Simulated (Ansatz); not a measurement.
Total energies of `FC(F)(F)c1ccc(-c2ccc(-c3ccc(C(F)(F)F)o3)o2)o1` from Ansatz at PBE0-D4/def2-TZVP, gas phase (1 Eh = 27.2114 eV = 2625.5 kJ/mol). The reference geometry is relaxed at r2SCAN-D4/def2-SVP.

```tsv
atom	x (Å)	y (Å)	z (Å)
F1	3.491	3.716	1.069
C2	4.283	2.641	0.914
F3	5.443	2.884	1.542
F4	4.534	2.532	-0.402
C5	3.666	1.409	1.469
C6	4.060	0.538	2.451
C7	3.041	-0.452	2.525
C8	2.097	-0.106	1.575
C9	0.858	-0.706	1.178
C10	0.185	-1.835	1.610
C11	-0.999	-1.917	0.835
C12	-0.974	-0.832	-0.021
C13	-1.870	-0.366	-1.034
C14	-1.844	0.718	-1.890
C15	-3.034	0.634	-2.667
C16	-3.691	-0.486	-2.231
C17	-4.974	-1.119	-2.630
F18	-4.800	-2.377	-3.072
F19	-5.844	-1.186	-1.607
F20	-5.541	-0.406	-3.613
O21	-2.996	-1.101	-1.241
O22	0.152	-0.098	0.186
O23	2.480	1.030	0.933
H24	4.971	0.606	3.044
H25	3.002	-1.312	3.190
H26	0.511	-2.518	2.392
H27	-1.782	-2.670	0.886
H28	-1.060	1.470	-1.941
H29	-3.369	1.310	-3.451
```

| state | geometry | energy (Eh) |
| --- | --- | --- |
| charge 0 singlet | reference | -1360.96556 |
| charge 1 doublet | reference | -1360.69454 |
| charge -1 doublet | reference | -1360.99388 |
| free F atom (doublet) | – | -99.67617 |
| free C atom (triplet) | – | -37.80537 |
| free O atom (triplet) | – | -75.01860 |
| free H atom (doublet) | – | -0.50104 |

Single mean-field runs in def2-TZVP are fitted with def2-universal-jkfit.

Work out the vertical ionisation energy to the doublet.

E(charge 1 doublet) − E(charge 0 singlet) = -1360.69454 − (-1360.96556) = 0.27102 Eh = 7.37 eV. For comparison, −ε of the highest occupied level is 6.00 eV at this level, 1.37 eV less.

Work out the vertical electron affinity, to the doublet.

E(charge 0 singlet) − E(charge -1 doublet) = -1360.96556 − (-1360.99388) = 0.02832 Eh = 0.77 eV. The basis lacks diffuse functions, which makes affinities too small.

Give the fundamental gap IE − EA, the Mulliken electronegativity (IE + EA)/2 and the hardness (IE − EA)/2.

From the values in Eh: IE − EA = 0.27102 − 0.02832 = 0.24270 Eh = 6.60 eV; (IE + EA)/2 = 4.07 eV; (IE − EA)/2 = 3.30 eV. The HOMO–LUMO gap of the same run is 3.94 eV, 2.66 eV smaller than the fundamental gap.

What is the binding energy per atom against free atoms?

Atoms: 6 × (-99.67617) + 14 × (-37.80537) + 3 × (-75.01860) + 6 × (-0.50104) = -1355.39424 Eh. Binding: -1355.39424 − (-1360.96556) = 5.57132 Eh = 151.60 eV, or 5.23 eV for each of 29 atoms (no zero-point energy, no counterpoise term).

At PBE0-D4/def2-TZVP the highest occupied level of the charge -1 doublet lies above zero (up to 0.57 eV). By energy differences its removal costs 0.77 eV (vertical, to the charge 0 singlet, at PBE0-D4/def2-TZVP); self-interaction error and the lack of diffuse functions both raise the level.
